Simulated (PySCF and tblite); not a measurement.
The numbers below are computed, except where a source is named.
2 diastereomers of C₇H₁₁FS, numbered alike:

| isomer | SMILES | descriptors |
| --- | --- | --- |
| A | [CH3:1][S:2][C@@:3]1([F:4])[C@@H:5]2[CH2:6][CH2:7][CH2:8][C@H:9]12 | 3r, 5R, 9S |
| B | [CH3:1][S:2][C@:3]1([F:4])[C@@H:5]2[CH2:6][CH2:7][CH2:8][C@H:9]12 | 3s, 5R, 9S |

Protocol: conformer search, at most 4 conformers an isomer, GFN2-xTB geometries, energies PBE0/pcSseg-1 (D3(BJ) added where defined), GIAO shieldings PBE0/pcSseg-1, weights at 298.15 K with GFN2-xTB thermal terms. Programs: PySCF with density fitting and tblite.

Task: What shifts does each isomer give (ppm; of two unlike H on one atom, a is the less shielded)?

Result: 
A: ¹H (against TMS): 2.32 (H1, 3H), 2.13 (H6a/H8a, 2H), 2.09 (H6b/H8b, 2H), 1.74 (H7a, 1H), 1.69 (H7b, 1H), 1.65 (H5/H9, 2H). ¹³C (against TMS): 96.6 (C3), 36.1 (C5/C9), 30.7 (C6/C8), 27.7 (C7), 18.4 (C1). ¹⁹F (against CFCl3): -217.2 (F4).

B: ¹H (against TMS): 2.35 (H1, 3H), 2.30 (H7a, 1H), 1.96 (H6a/H8a, 2H), 1.96 (H5/H9, 2H), 1.88 (H6b/H8b, 2H), 1.53 (H7b, 1H). ¹³C (against TMS): 98.1 (C3), 35.0 (C5/C9), 30.6 (C6/C8), 27.5 (C7), 18.3 (C1). ¹⁹F (against CFCl3): -176.9 (F4).

Unscaled ¹⁹F shifts at such levels can be off by tens of ppm; differences between conformers or isomers are more reliable. Shifts are unscaled: against experiment ¹³C can be off by 15 ppm or more and ¹H by 0.8 ppm.
